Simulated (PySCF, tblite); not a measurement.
Species: C7H9BO.
SMILES: `O(CB)/C(=C/C=C)C#C`

Jobs on this species (18 atoms, 64 electrons) with PySCF (density fitting) and tblite. Hardware of each: one thread of an Arm Neoverse N1, shared host. Times come from a shared host and carry two figures at best.

```json
{"level and settings": "PBE0/pcSseg-1", "work": "shieldings, charges and field gradients", "basis functions": "198", "SCF cycles": "?", "wall time": "?"}
{"level and settings": "GFN2-xTB", "work": "Hessian by finite differences", "basis functions": "–", "SCF cycles": "–", "wall time": "1.0 s"}
{"level and settings": "GFN2-xTB", "work": "L-BFGS relaxation", "basis functions": "–", "SCF cycles": "–", "wall time": "1.2 s"}
```

Q: Fill in the missing figures.

A: 
- PBE0/pcSseg-1; shieldings, charges and field gradients: 63 s, 15 SCF cycles

Q: What do all jobs in the table cost together?

A: About 65 s; the longest takes about 97 % of that, and about 63 times as long as the shortest.
